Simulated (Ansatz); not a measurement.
Relaxation of Mg2S2⁻ with UKS PBE-D4/def2-TZVPD.

```sh
$ ansatz run in.yaml --threads 4 --pin off --events-out ev --progress --plain --max-ram 3916MiB
```

```yaml
crystal:
  periodic: [false, false, false]
  atoms:
    - {symbol: Mg, position_ang: [-0.486338, 1.109686, -0.679615]}
    - {symbol: Mg, position_ang: [0.486503, -1.109653, 0.679728]}
    - {symbol: S, position_ang: [-1.321301, 0.250274, 1.354142]}
    - {symbol: S, position_ang: [1.321146, -0.250307, -1.354254]}
basis:
  gaussian: {orbitals: def2-TZVPD}
total_charge: -1
magnetization: {spin_polarized: true, initial_magnetization: 3}
hamiltonian: {xc: pbe, dispersion: d4}
scf: {lower_state_search: "off"}
output: {orbitals: {seedname: orbitals}}
relax: {f_tol: 0.02, max_steps: 100}
```

It took 26 s on 4 threads of Intel Xeon Platinum 8488C on a shared host.

Positions (Å) and forces (eV/Å) at steps 1, 2, 4, 6, 7, 8, 9, 10, 11, 13 of 13:

```xyz
4
step=1 energy=-32547.5888 eV
Mg   -0.486    1.110   -0.680   -0.517    1.180   -0.722
Mg    0.487   -1.110    0.680    0.517   -1.179    0.722
S    -1.321    0.250    1.354   -0.368    0.069    0.378
S     1.321   -0.250   -1.354    0.369   -0.070   -0.378
4
step=2 energy=-32547.8111 eV
Mg   -0.554    1.265   -0.775   -0.052    0.120   -0.073
Mg    0.555   -1.265    0.775    0.053   -0.119    0.074
S    -1.262    0.239    1.294   -0.251    0.047    0.257
S     1.262   -0.239   -1.294    0.251   -0.048   -0.258
4
step=4 energy=-32547.8271 eV
Mg   -0.552    1.261   -0.772    0.002   -0.004    0.003
Mg    0.553   -1.260    0.772   -0.002    0.005   -0.003
S    -1.295    0.245    1.327    0.000    0.000   -0.001
S     1.295   -0.245   -1.327   -0.001    0.000    0.000
4
step=6 energy=-32547.8328 eV
Mg   -0.527    1.285   -0.752    0.040    0.042    0.032
Mg    0.578   -1.237    0.793    0.043    0.036    0.035
S    -1.319    0.221    1.305   -0.017   -0.044   -0.059
S     1.268   -0.269   -1.346   -0.067   -0.034   -0.008
4
step=7 energy=-32547.8497 eV
Mg   -0.502    1.313   -0.732    0.063    0.079    0.047
Mg    0.607   -1.216    0.816    0.075    0.050    0.064
S    -1.339    0.195    1.277    0.008   -0.079   -0.134
S     1.234   -0.292   -1.361   -0.146   -0.050    0.023
4
step=8 energy=-32547.9095 eV
Mg   -0.447    1.385   -0.692    0.068    0.025    0.062
Mg    0.675   -1.173    0.875    0.044    0.080    0.028
S    -1.374    0.133    1.200    0.152   -0.092   -0.259
S     1.147   -0.345   -1.383   -0.265   -0.013    0.168
4
step=9 energy=-32547.9445 eV
Mg   -0.442    1.413   -0.692    0.056    0.115    0.034
Mg    0.694   -1.179    0.895    0.095    0.026    0.088
S    -1.347    0.114    1.151    0.038   -0.092   -0.178
S     1.095   -0.349   -1.353   -0.190   -0.049    0.056
4
step=10 energy=-32547.9876 eV
Mg   -0.416    1.538   -0.690    0.061    0.005    0.058
Mg    0.783   -1.196    0.985    0.029    0.078    0.013
S    -1.285    0.038    0.982   -0.176   -0.017    0.098
S     0.918   -0.380   -1.277    0.086   -0.066   -0.170
4
step=11 energy=-32548.0024 eV
Mg   -0.297    1.526   -0.572   -0.048    0.002   -0.047
Mg    0.825   -1.035    0.996   -0.019   -0.064   -0.007
S    -1.377   -0.035    0.929    0.007    0.036    0.054
S     0.849   -0.457   -1.353    0.060    0.026    0.000
4
step=13 energy=-32548.0106 eV
Mg   -0.342    1.515   -0.613   -0.004   -0.004   -0.003
Mg    0.799   -1.088    0.981   -0.004   -0.004   -0.003
S    -1.363    0.002    0.978    0.015    0.002   -0.008
S     0.905   -0.428   -1.346   -0.007    0.006    0.015
```

The highest occupied level of the charge -1 quartet lies above zero (up to 0.31 eV). It is a level of α spin, whose loss leaves a triplet; that state wasn't run at this geometry and level. The electron is either unbound and held by the finite basis, or the level is raised by self-interaction error. The relaxation made no stability test and no search for a lower SCF solution. At PBE-D4/def2-TZVPD a doublet of charge -1 lies 1.70 eV below the quartet, each at its own geometry. The structure comes from a short search, and lower isomers may exist.
